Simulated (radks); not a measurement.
Results of a calculation; reference values are marked as such.
Charge is removed step by step from the 3d5/2 level of Cr+, starting from [Ar] 3d(3/2: 4, 5/2: 1). Code: a radial shooting solver on a logarithmic mesh with Libxc functionals. Model: Dirac Kohn-Sham, PBE, spin-unpolarised, spherical densities, point nucleus.

removed (e)  E - E(0) (eV)  eigenvalue (eV)  E minus straight line (eV)
0                    0.000           -9.815                       0.000
0.1                  1.037          -10.935                      -0.561
0.2                  2.188          -12.098                      -1.009
0.3                  3.458          -13.302                      -1.337
0.4                  4.850          -14.546                      -1.544
0.5                  6.369          -15.829                      -1.624
0.6                  8.017          -17.149                      -1.574
0.7                  9.800          -18.505                      -1.390
0.8                 11.720          -19.897                      -1.069
0.9                 13.780          -21.322                      -0.606
1                   15.985          -22.782                       0.000

Removing the whole electron costs 15.985 eV by Delta-SCF, against 9.815 eV from minus the eigenvalue at the starting occupation. Slater's transition state (half an electron removed) gives 15.829 eV. Integrating minus the eigenvalue over the occupation (Janak's theorem) gives 15.985 eV. The mean slope of the eigenvalue, de/dn, is 13.0 eV per electron. Ionisation energy of Cr+ in the NIST Atomic Spectra Database: 16.486 eV (measured).

Beside tabulated values, note that spin-unpolarised runs miss the spin-polarisation part of the exchange energy of open shells.
